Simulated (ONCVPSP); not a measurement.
What one change does to a pseudopotential (Sn (Z = 50), ONCV)

tin, optimised norm-conserving Vanderbilt (ONCV), made with ONCVPSP 4.0.1 (LDA (Perdew-Wang 92), scalar-relativistic). Core [Ar] 3d10, reference 4s2 4p6 4d10 5s2 5p1 (charge +1). Waves: 4s+5s: rc 1.55 bohr, ncon 4, nbas 7, qcut 8.4 1/bohr, 2 projectors; 4p+5p: rc 1.75 bohr, ncon 5, nbas 9, qcut 9 1/bohr, 2 projectors; 4d: rc 1.55 bohr, ncon 4, nbas 9, qcut 9.4 1/bohr, local. Local part: the d channel. Core correction: none.

Change: p: qcut 11.8.

Cutoffs: the cutoffs (Ha) at which the residual kinetic energy of the hardest occupied pseudo-wave falls to 1 and 0.1 mHa per electron; they do not see the model core or the augmentation charge, which bear on the density cutoff. Errors are all-electron minus pseudo energies relative to the spin-unpolarised reference configuration.

How do hardness, ghosts and transferability respond?

The potential gets neither clearly harder nor softer (35 Ha and 39 Ha → 35 Ha and 43 Ha); both files keep a bound ghost (p); of the 4 tests that both files solve, the error grows in 4 and shrinks in 0 by more than 15 % and 0.3 meV (median size 8.9 → 14.1 meV); the range in which the p phases agree narrows (upper end at the end of the scan → 3.6).

| quantity | base | changed |
| --- | --- | --- |
| cutoff, loose | 35 Ha | 35 Ha |
| cutoff, tight | 39 Ha | 43 Ha |
| loose cutoff by channel | s 24 Ha, p 25 Ha, d 35 Ha | s 24 Ha, p 29 Ha, d 35 Ha |
| bound ghosts | p | p |
| GHOST(+) flags under 300 eV | none | none |
| error for 4s2 4p6 4d10 5s2 5p2, meV [ΔE -7.09 eV] | +1.4 | -4.5 |
| error for 4s2 4p6 4d10 5s2 5p0, meV [ΔE 14.26 eV] | -3.7 | -6.0 |
| error for 4s2 4p6 4d10 5s1 5p0, meV [ΔE 45.70 eV] | -14 | -22 |
| error for 4s2 4p6 4d10 5s0 5p0, meV [ΔE 87.26 eV] | -36 | -50 |
| s: phases at 1.57 bohr within 0.05 rad from the reference energy up to (Ha; the scan ends near 5) | to the end of the scan | to the end of the scan |
| p: phases at 1.78 bohr within 0.05 rad from the reference energy up to (Ha; the scan ends near 5) | to the end of the scan | 3.6 |
| d: phases at 1.57 bohr within 0.05 rad from the reference energy up to (Ha; the scan ends near 5) | 1.3 | 1.3 |

 A true bound ghost makes a file unfit for plane-wave use even where its test errors are small: the radial tests pick states by their node count and pass the ghost by.
